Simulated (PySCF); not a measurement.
**Gas-phase XPS of GeH3(NHiPr), computed**

GeH3(NHiPr), C3H11GeN.
Structure used (PBE0-D3(BJ)/def2-SVP), in Å, numbered top down from 1:
```xyz
16
C3H11GeN angstrom
Ge    -0.154    1.947    0.814
H      1.089    1.628    1.684
H      0.306    2.804   -0.379
H     -1.179    2.721    1.663
N     -1.065    0.470    0.208
C     -0.428   -0.683   -0.409
C      0.205   -1.636    0.604
C      0.582   -0.236   -1.455
H     -1.815    0.196    0.836
H     -1.221   -1.242   -0.943
H      1.026   -1.138    1.147
H      0.615   -2.534    0.115
H     -0.537   -1.967    1.348
H      1.430    0.295   -0.989
H      0.996   -1.100   -1.994
H      0.115    0.442   -2.185
```

Theory: delta-SCF UKS SCAN, pcX-2 on the ionised atom, pcseg-1 elsewhere, spin-free X2C (PySCF 2.14.0). Each binding energy is the total energy of the core-ionised species, with the hole localised on one atom, minus that of the ground state; both are solved self-consistently, so orbital relaxation is included.

Give the core binding energies atom by atom.

| atom(s) | environment | level | binding energy (eV) | above the level's lowest (eV) | count |
| --- | --- | --- | --- | --- | --- |
| N5 | nitrogen bonded to C, Ge and H | N 1s | 403.98 | 0.00 | 1 |
| C6 | carbon bonded to 2 C, N and H | C 1s | 291.37 | +0.99 | 1 |
| C7/C8 | carbon bonded to C and 3 H | C 1s | 290.38 | 0.00 | 2 |

The listed C 1s values span 0.99 eV, from C7/C8 (bonded to C and 3 H) to C6 (bonded to N, 2 C and H).

What is the longest wavelength that can ionise C 1s of C7/C8 vertically?

λ = hc/E = 12398.42 eV Å / 290.38 eV = 42.697 Å.

Which effective nuclear charge Zeff reproduces each element's mean 1s value in the hydrogen-like formula E = 13.606 eV × Zeff²?

C (Z = 6): mean 290.7 eV, Zeff = 4.62, Z − Zeff = 1.38; N (Z = 7): mean 404.0 eV, Zeff = 5.45, Z − Zeff = 1.55. Means run over the listed sites, weighted by atom count.

One atom of each set of topologically equivalent atoms was ionised and stands for the set; in this conformer not all members are related by symmetry, and their own values weren't computed. No level of germanium is listed. Geometry: PBE0-D3(BJ)/def2-SVP, one conformer, isolated molecule.
